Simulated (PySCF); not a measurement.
## CrF₄: tetrahedral to square-planar path

Method: PySCF, UPBE0, basis Cr def2-SVP, F def2-SVP (no relativity, density fitting).

Rigid scan from the triplet minimum (Cr–F 1.683 Å (×4); F–Cr–F 109.5° (×6)). Coordinate: D2d path, angle between each bond and the S4 axis (54.74 tetrahedral, 90 square planar), bonds fixed. Energies in kJ/mol from the minimum.

Problem. Predict the curve at 45.0, 50.0, 54.7, 60.0, 66.0, 72.0, 78.0, 84.0, 90.0.

Solution. 
```json
{"angle of the bonds to the S4 axis (°)": "45.0", "E (kJ/mol)": "56.7", "⟨S²⟩": "2.02"}
{"angle of the bonds to the S4 axis (°)": "50.0", "E (kJ/mol)": "12.3", "⟨S²⟩": "2.01"}
{"angle of the bonds to the S4 axis (°)": "54.7", "E (kJ/mol)": "0.0", "⟨S²⟩": "2.01"}
{"angle of the bonds to the S4 axis (°)": "60.0", "E (kJ/mol)": "13.0", "⟨S²⟩": "2.02"}
{"angle of the bonds to the S4 axis (°)": "66.0", "E (kJ/mol)": "53.5", "⟨S²⟩": "2.02"}
{"angle of the bonds to the S4 axis (°)": "72.0", "E (kJ/mol)": "113.8", "⟨S²⟩": "2.02"}
{"angle of the bonds to the S4 axis (°)": "78.0", "E (kJ/mol)": "182.4", "⟨S²⟩": "2.03"}
{"angle of the bonds to the S4 axis (°)": "84.0", "E (kJ/mol)": "238.9", "⟨S²⟩": "2.04"}
{"angle of the bonds to the S4 axis (°)": "90.0", "E (kJ/mol)": "261.3", "⟨S²⟩": "2.05"}
```

With the bonds held, the square planar shape lies 261.3 kJ/mol from the minimum.

Other spin states or occupations of the open shell can lie lower.
